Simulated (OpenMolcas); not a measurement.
# Rh2+: moving or changing the point charges

Rh2+ among 3 point charges of -2 e arranged as a planar triangle (D3h), 2.07 Å from the ion.

| Quantity | Value |
| --- | --- |
| Program | OpenMolcas |
| Method | SS-CASPT2, IPEA 0.25 Eh, imaginary shift 0.1 Eh (closed shells correlated: 4s 4p) |
| Basis | ANO-RCC-VDZP [6s5p3d1f] |
| Scalar Hamiltonian | DKH2, point nucleus |
| Active space | 7 electrons in 5 orbitals (4d) |
| State averaging | 2S+1 = 4 even, 10 roots; 2S+1 = 2 even, 40 roots |
| Spin-orbit coupling | state interaction with AMFI integrals over the reference wave functions |

Runs around this geometry, states (labels of D3, the rotations of D3h). Energies in cm-1 above the lowest state or level, χT in cm3 K/mol.

| R (Å) | q (e) | Ground state | First state of that spin | First gap with spin-orbit (degeneracies) | χT at 300 K | First state of another spin |
| --- | --- | --- | --- | --- | --- | --- |
| 2.07 | -1 | 4A2 | 4E 420 | 310 (2, 2) | 4.666 | 2E 12850 |
| 1.87 | -2 | 4E | 4A2 5080 | 0 (2, 2) | 2.819 | 2E 9780 |
| 2.07 | -2 | 4E | 4A2 2330 | 160 (2, 2) | 3.557 | 2E 12290 |
| 2.19 | -2 | 4E | 4A2 1420 | 23 (2, 2) | 4.131 | 2E 12650 |

Taking the first state of the same spin as R^-n, n = -ln(1420 / 5080) / ln(2.19 / 1.87) = 8.1 between the shortest and longest distance.

The ground state changes within this set.

Roots that are degenerate in the reference are averaged as groups; the widest CASPT2 spread within a group is 140 cm-1 (the 2-fold group of multiplicity 4 near 3750 cm-1 above the lowest state of its run, R = 2.07, q = -1). Shifts and gaps below about the spread of the groups concerned are not significant. Point charges give a weaker field than real ligands, and real ions of this kind are as a rule low spin; the high spin found here belongs to the model. Free-ion shares, where given, are those of the reference states; single-state CASPT2 does not remix them. Spin-orbit coupling mixes the spin-free states strongly: the lowest level takes only 57 % from its leading state, 4A2 (holds for R = 2.07, q = -1). The ground term spreads over less than 5000 cm-1, several times less than with real ligands, so orbital moments are less quenched and χT lies further from the spin-only value than at real sites (holds for R = 2.07, q = -1). An orbital doublet at a regular site is open to a Jahn-Teller distortion, which this geometry leaves out (holds for R = 1.87, q = -2; R = 2.07, q = -2; R = 2.19, q = -2). Point charges carry no covalency, so the field is a model and not that of real ligands. No measured value stands beside these numbers.
